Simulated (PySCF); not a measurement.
Species: C₇H₇F.
SMILES with atom numbers: `[CH:1]#[C:2][C@@H:3]1[CH2:4][C@:5]1([F:6])[CH:7]=[CH2:8]` (hydrogens: H9 on C1; H10 on C3; H11, H12 on C4; H13 on C7; H14, H15 on C8)

The geometry is computed with GFN2-xTB (gas phase).

Give the optimised bond lengths and angles.

| bond | length (Å) |
| --- | --- |
| C1≡C2 | 1.198 |
| C2–C3 | 1.427 |
| C3–C4 | 1.509 |
| C4–C5 | 1.502 |
| C5–F6 | 1.372 |
| C5–C7 | 1.470 |
| C7=C8 | 1.322 |
| C3–C5 | 1.519 |
| C1–H9 | 1.049 |
| C3–H10 | 1.084 |
| C4–H11 | 1.079 |
| C4–H12 | 1.079 |
| C7–H13 | 1.081 |
| C8–H14 | 1.075 |
| C8–H15 | 1.077 |

A selection of angles:
| angle | degrees |
| --- | --- |
| C1–C2–C3 | 179.4 |
| C2–C3–C4 | 120.1 |
| C2–C3–C5 | 120.1 |
| C4–C3–C5 | 59.5 |
| C3–C4–C5 | 60.6 |
| C4–C5–F6 | 115.1 |
| C4–C5–C7 | 121.6 |
| F6–C5–C7 | 113.9 |
| C3–C5–C4 | 59.9 |
| C3–C5–F6 | 114.3 |
| C3–C5–C7 | 121.6 |
| C5–C7–C8 | 124.2 |

Torsions: C2–C3–C4–C5 -109° (anticlinal); C3–C4–C5–F6 -105° (anticlinal); C4–C5–C7–C8 143° (anticlinal); C2–C3–C5–C4 109° (anticlinal).

Of the pairs four or more bonds apart, F6···H15 is among the closest relative to their van der Waals radii: 2.47 Å, 93 % of the sum of Bondi's values. The 3-membered ring C3–C4–C5 has internal angles of 59.5° to 60.6°. The 7 C–C bonds span 1.198 Å (C1≡C2, drawn triple) to 1.519 Å (C3–C5, drawn single), a spread of 0.321 Å.

Point group: C1 (no symmetry element, even within 0.4 Å). Stationary, but not proved a minimum. One conformer, not necessarily the lowest.
